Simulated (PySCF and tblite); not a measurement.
# C5H9GeNO, numbered as in [CH3:1][n:2]1[cH:3][cH:4][c:5]([O:6][GeH3:7])[cH:8]1: conformational analysis

Search: ETKDG and KDG, UFF, GFN2-xTB, 150 starts; geometries at GFN2-xTB. Free energies are PBE0-D3(BJ)/pcSseg-1 single points with GFN2-xTB rigid-rotor and vibrational terms (modes under about 100 cm⁻¹ blended into free rotors). Symmetry numbers and mirror images are counted. Conformers within 2.5 kcal/mol (GFN2-xTB free energy) were kept, 4 at most. GIAO shieldings: PBE0/pcSseg-1. Shifts are against TMS (¹H), TMS (¹³C), NH3 (¹⁵N) at the same level. Programs: PySCF with density fitting and tblite.

Torsions listed: C4–C5–O6–Ge7.

| conformer | shape | symmetry | E(GFN2) kcal/mol | E(DFT) kcal/mol | G(298.15 K) kcal/mol | weight % | dipole D |
| --- | --- | --- | --- | --- | --- | --- | --- |
| 1 | 1° | Cs | 0.00 | 0.00 | 0.00 | 62.0 | 1.71 |
| 2 | -178° | Cs | 0.21 | 0.24 | 0.29 | 38.0 | 2.78 |

Weights (%) against temperature:

```
 T (K)     1     2  S(mix) cal/mol/K
   250  63.5  36.5              1.30
298.15  62.0  38.0              1.32
   350  60.8  39.2              1.33
```

Averaged shifts at 298.15 K. ¹H: 6.23 (H8, 1H), 6.16 (H3, 1H), 5.78 (H4, 1H), 4.98 (H7, 3H), 3.65 (H1, 3H) ppm. ¹³C: 155.8 (C5), 121.3 (C3), 107.5 (C8), 101.5 (C4), 37.6 (C1) ppm. ¹⁵N: 160.3 (N2) ppm.

Coordinates of conformer 1 (Å):

```xyz
17

C    -2.986   -0.324   -0.004
N    -1.580   -0.040   -0.043
C    -1.014    1.185   -0.143
C     0.349    1.044   -0.155
C     0.617   -0.336   -0.058
O     1.829   -0.960   -0.031
Ge    3.394   -0.187   -0.087
C    -0.593   -0.981    0.010
H    -3.280   -0.941   -0.857
H    -3.245   -0.858    0.913
H    -3.544    0.610   -0.037
H    -1.614    2.073   -0.200
H     1.088    1.822   -0.224
H     3.552    0.582   -1.370
H     3.561    0.738    1.087
H     4.271   -1.387   -0.014
H    -0.812   -2.026    0.091
```

Spin–orbit effects of the heavy atoms on shieldings are missing. Unscaled ¹⁵N shifts at such levels can be off by tens of ppm; differences between conformers or isomers are more reliable. Shifts are unscaled: against experiment ¹³C can be off by 15 ppm or more and ¹H by 0.8 ppm.

Search and properties took 54 s on 1 thread of INTEL XEON PLATINUM 8581C @ 2.30GHz (shared host) (rough), launched as `OMP_NUM_THREADS=1 python ens_run.py task.json out`.


¹⁵N shifts are against a computed isolated NH3 molecule, about 20 ppm from the liquid.

Conformer gaps in pcSseg-1 on xTB geometries can be 2 kcal/mol off for S=O, P=O and other polar bonds.